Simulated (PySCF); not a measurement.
A PySCF script (with the pyscf-properties extension) for the NMR shieldings of SMILES CCOCCC[SiH3], C$_{5}$H$_{14}$OSi, on a GFN2-xTB geometry:

```python
import basis_set_exchange as bse
import numpy as np
from pyscf import gto, dft
from pyscf.prop import nmr

atoms = """
C    -2.947317    0.604820    1.004696
C    -2.106536   -0.378650    0.207138
O    -0.968950    0.290491   -0.280883
C    -0.118355   -0.534735   -1.037431
C     1.093635    0.270836   -1.487518
C     1.890860    0.830632   -0.312048
Si    2.628042   -0.480159    0.851285
H    -2.363177    1.004847    1.828684
H    -3.829205    0.106767    1.397732
H    -3.255556    1.429218    0.367707
H    -1.798967   -1.225285    0.843441
H    -2.690687   -0.787374   -0.634173
H     0.205797   -1.397038   -0.432070
H    -0.659861   -0.926622   -1.915533
H     0.741166    1.094821   -2.113197
H     1.725708   -0.376130   -2.099823
H     1.237709    1.494172    0.255637
H     2.695280    1.452324   -0.711495
H     3.213391   -1.566588    0.057870
H     1.621351   -1.039162    1.756552
H     3.676751    0.149755    1.657315
"""
names = dict.fromkeys(["C", "O", "Si", "H"], "pcSseg-1")
basis = {el: gto.basis.parse(bse.get_basis(n, elements=[el], fmt="nwchem")) for el, n in names.items()}
mol = gto.M(atom=atoms, basis=basis, charge=0, verbose=0)
mf = dft.RKS(mol, xc="PBE0")
mf.grids.level = 2
mf.grids.alignment = dft.numint.BLKSIZE   # the property module wants whole blocks of grid points
mf.conv_tol = 1e-9
mf.kernel()

calc = nmr.RKS(mf)   # GIAO
C = mf.mo_coeff
Co = C[:, mf.mo_occ > 0]
resp = mf.gen_response(singlet=True, hermi=2)
def vind(x):   # induced exchange potential for any number of trial vectors
    d = np.einsum("pi,xij,qj->xpq", C, 2 * x.reshape(-1, C.shape[1], Co.shape[1]), Co, optimize=True)
    return np.einsum("xpq,pi,qj->xij", resp(d - d.transpose(0, 2, 1)), C, Co, optimize=True).ravel()
mo1, _ = nmr.rhf.solve_mo1(calc, with_cphf=vind)
sigma = calc.kernel(mo1)
for i, s in enumerate(sigma):   # ppm
    print("%2d %-2s %9.2f" % (i, mol.atom_pure_symbol(i), np.trace(s) / 3))
```

**Question.** What are the results?

**Answer.** 
```
 0 C     168.93
 1 C     115.73
 2 O     283.50
 3 C     113.15
 4 C     155.35
 5 C     180.71
 6 Si    422.98
 7 H      30.24
 8 H      30.71
 9 H      30.26
10 H      28.16
11 H      28.11
12 H      28.32
13 H      28.06
14 H      29.42
15 H      30.33
16 H      30.24
17 H      30.90
18 H      28.07
19 H      27.75
20 H      27.90
```

These numbers come from an equivalent density-fitted implementation of the same equations, which agrees with the script to about 0.01 ppm for H and up to a few tenths of a ppm for heavy atoms, so last digits may differ.

**Question.** Turn these shieldings into chemical shifts. References, each an isolated molecule treated in the same way: 13C (186.93 ppm), 29Si (349.16 ppm), 1H (31.72 ppm) vs TMS; 17O (336.08 ppm) against H2O.

**Answer.** Averaging equivalent atoms: C 3: 73.8; C 1: 71.2; C 4: 31.6; C 0: 18.0; C 5: 6.2; O 2: 52.6; Si 6: -73.8; H 18/19/20: 3.81; H 10/11: 3.58; H 12/13: 3.53; H 14/15: 1.84; H 7/8/9: 1.31; H 16/17: 1.15 ppm. Experimental scales use liquid or dissolved standards, which lie at an offset from isolated H2O (liquid H2O: subtract about 36 ppm).

Size and cost of the density-fitted run: 196 basis functions, 120 s wall time (110 s CPU) on 1 thread of an Intel Xeon, shared host; peak memory 0.86 GiB.
